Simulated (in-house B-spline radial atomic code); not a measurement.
A calculation on Al8+: its settings, and results tabulated from the run. Method: non-relativistic BHandHLYP, spin-polarised, spherical fractional occupations, exact exchange averaged over the configuration, point nucleus. Calculated with an all-electron radial atomic-structure program (B-spline basis).

Command:
```bash
python run_scf.py task.json out
```
Settings:
```
Z                13
configuration    [He] 2s2 2p1
hamiltonian      nr
method           bhandhlyp
spin_polarised   True
exact_exchange   averaged over the configuration
```

Output (hartree, bohr):
```
 radial grid: 37 intervals, B-splines of order 8, outer radius 4.5977 bohr

 iter        energy (Eh)    residual
    1        -202.621677    6.92e-01
    2        -203.922774    2.53e-02
    3        -203.926268    1.19e-02
    4        -203.927040    5.62e-03
    5        -203.927259    3.30e-04
    6        -203.927260    1.51e-05
    7        -203.927260    5.46e-07
    8        -203.927260    1.92e-08

 total energy                      -203.92726
 kinetic                             203.7746
 electron-nucleus                   -434.3705
 Hartree                              37.7654
 exact exchange                       -5.2286
 exchange-correlation                 -5.8681

 orbital      occ     eigenvalue          <r>       <r^2>       <1/r>       r_max
 1s up      1.000       -68.1079     0.119724   0.0192415     12.6271     0.07862
 1s down    1.000       -67.9933     0.119495   0.0191555     12.6438     0.07856
 2s up      1.000       -12.7184      0.53593    0.336631      2.7428      0.4538
 2s down    1.000       -12.4423     0.539898     0.34179     2.71475      0.4558
 2p up      1.000       -11.7563     0.472371    0.270858     2.68461      0.3702
```

Run time, properties included: 0.05 s on 1 thread of Intel(R) Xeon(R) 6975P-C, on a shared host.
